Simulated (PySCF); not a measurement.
Computed shifts of a molecule CH12N2Si3, B3LYP/pcSseg-1 in PySCF, GIAO, gas phase, atoms alike by connectivity averaged where their shifts nearly agree, in ppm (number of nuclei): ¹⁵N: 37.2 (1), 9.3 (1). ²⁹Si: -27.0 (1), -57.4 (1), -64.7 (1). ¹³C: 21.6 (1). ¹H: 4.98 (2), 4.23 (3), 4.14 (3), 0.83 (1), 0.69 (1), 0.56 (1), 0.48 (1). References: ¹⁵N against NH3 (σ = 265.5 ppm); ²⁹Si against TMS (σ = 338.7 ppm); ¹³C against TMS (σ = 181.3 ppm); ¹H against TMS (σ = 31.68 ppm), references at their B3LYP-D3(BJ)/def2-TZVP geometries, non-relativistic. Coordinates come from a PBE0-D3(BJ)/def2-SVP optimisation. A frequency run showed that this geometry is not a minimum. One conformer was computed; it need not be the lowest.

**Question.** Pick the molecule that these values belong to.
(A) C[SiH2]N[SiH2]N[SiH3]
(B) CN[Si](N)([SiH3])[SiH3]
(C) C[SiH2][Si@H](N)[SiH2]N
(D) N[SiH2]C(N)([SiH3])[SiH3]

**Answer.** D, N[SiH2]C(N)([SiH3])[SiH3]
